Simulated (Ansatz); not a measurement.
Isolated molecules relaxed with PBE0-D4/def2-TZVP in Ansatz; ΔE leaves out vibrations. CBS: MP2 limit from def2 TZ/QZ plus the TZ coupled-cluster correction, frozen cores. This one scheme is used for every species. Functionals use def2-TZVPP. One conformer a species, not always the lowest.

Reaction (ligand exchange at the Si–S bond): `CS[SiH](F)[SiH3]` + `OC=S` → `F[SiH]([SiH3])OC=S` + CH₃SH

| species | r2SCAN-D4 energy (Eh) |
| --- | --- |
| `CS[SiH](F)[SiH3]` | -1119.37159 |
| `OC=S` | -512.67979 |
| `F[SiH]([SiH3])OC=S` | -1193.38496 |
| CH₃SH | -438.67311 |

Q: Work out ΔE.

A: ΔE = (-1193.38496) + (-438.67311) − (-1119.37159) − (-512.67979) = -0.00669 Eh = -17.6 kJ/mol. CCSD(T)/CBS gives -24.4 kJ/mol.

Largest T1 diagnostic among the species: 0.018.

In def2-TZVPP, CCSD(T) changes the Hartree–Fock value by +12.4 kJ/mol (the triples alone add +2.9 kJ/mol) and MP2 by +15.7 kJ/mol. From PBE to PBE0 (25 % exact exchange), in def2-TZVPP and without D4, ΔE moves by −4.4 kJ/mol.
